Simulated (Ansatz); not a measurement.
Cartesian coordinates in Å:
```
C 0.774 -0.710 1.554
C 1.186 -0.252 0.155
Al -0.266 0.408 -0.967
N -1.930 0.448 -0.362
O 0.098 0.944 -2.540
H 1.626 -1.069 2.139
H 0.046 -1.525 1.516
H 0.314 0.101 2.126
H 1.684 -1.071 -0.380
H 1.948 0.535 0.222
H -2.743 0.768 -0.862
H -2.194 0.142 0.560
H -0.543 1.282 -3.161
```

The species carries charge 0 and has multiplicity 1.

**Question.** List the r2SCAN/def2-TZVPP orbital energies in eV (Ansatz 0.2.0). (Estimate.)

**Answer.** Ansatz gave: Occupied: -1516.03, -514.90, -384.29, -272.72, -272.26, -109.58, -69.92, -69.73, -69.68, -25.11, -21.35, -19.27, -15.48, -12.34, -11.94, -10.89, -10.62, -9.98, -9.06, -8.41, -7.85, -7.57, -6.60, -6.14. Lowest empty: -0.14, 0.45, 1.12, 1.62, 2.61, 2.76, 3.03, 3.22.
